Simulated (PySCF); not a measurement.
CH7NO2Si2.
SMILES with atom numbers: `[O:1]=[CH:2][NH:3][SiH2:4][SiH2:5][OH:6]` (hydrogens: H7 on C2; H8 on N3; H9, H10 on Si4; H11, H12 on Si5; H13 on O6)

Geometry (GFN2-xTB, Å), atoms numbered from 1 in this order:
```
atom  x, y, z in Å
O1    -0.3916    1.8096   -0.3432
C2    -1.3892    1.1822   -0.6333
N3    -1.6023   -0.0714   -0.2367
Si4   -0.4028   -0.8655    0.8187
Si5    1.7306   -0.6430   -0.0467
O6     2.2481    0.8855    0.0342
H7    -2.1876    1.6224   -1.2580
H8    -2.4593   -0.5129   -0.5266
H9    -0.9756   -2.2184    0.8166
H10   -0.6897   -0.2853    2.1393
H11    1.7934   -1.1173   -1.4408
H12    2.7165   -1.3743    0.7481
H13    1.6050    1.5890   -0.0895
```

Method: TDDFT CAM-B3LYP/def2-SVPD, vertical, gas phase, core orbitals frozen in the response in PySCF.

```tsv
state	E (eV)	E (kJ/mol)	λ (nm)	f	|μ| (D)	main configurations (H = HOMO, L = LUMO)
S1	5.79	559	214.0	0.0013	0.25	H-1→L+2 (45%), H-1→L+1 (36%)
S2	6.44	621	192.6	0.024	0.99	H→L (84%)
S3	6.71	648	184.7	0.020	0.88	H→L+1 (71%)
S4	6.91	667	179.4	0.044	1.29	H→L+2 (61%), H-1→L (14%), H-2→L+1 (11%)
S5	7.17	692	172.9	0.025	0.95	H-2→L (48%), H-2→L+1 (13%), H-2→L+2 (8%)
S6	7.34	708	168.9	0.016	0.75	H-3→L (24%), H-2→L+1 (22%), H→L+3 (18%)
S7	7.53	727	164.6	0.067	1.53	H-1→L (44%), H→L+3 (20%), H→L+2 (8%)
S8	7.67	740	161.7	0.024	0.92	H→L+3 (29%), H-2→L (19%), H-1→L (13%)
```

Triplets (Tamm–Dancoff): T1 5.31 eV, H-1→L+2 (32%), H-1→L+1 (25%), H→L+2 (9%); T2 5.41 eV, H-1→L+2 (15%), H→L+1 (13%), H→L+2 (13%); T3 5.78 eV, H→L (67%), H→L+1 (11%).

The lowest singlet lies at 5.79 eV (214 nm, ultraviolet) and is very weak; its leading configuration is HOMO-1→LUMO+2 (45%). The most intense listed level is S7 at 7.53 eV (165 nm, f = 0.067), 1.74 eV above S1. Löwdin shares by element: HOMO silicon 38%, nitrogen 18%, oxygen 13% or more (atoms not listed hold the other 31%); LUMO silicon 41%, hydrogen 11% or more, carbon 9% (atoms not listed hold the other 39%). Orbital energies (eV): HOMO-3 -10.42, HOMO-2 -9.89, HOMO-1 -9.75, HOMO -9.21, LUMO 0.51, LUMO+1 0.81, LUMO+2 0.95. Weighted by f, the mean energy of these states is 7.17 eV. Of the 8 states listed, 7 reach f = 0.01 and none stays under 0.0005. Only the lowest 8 singlets were computed, as vertical energies without vibronic structure.

One conformer stands for the species.
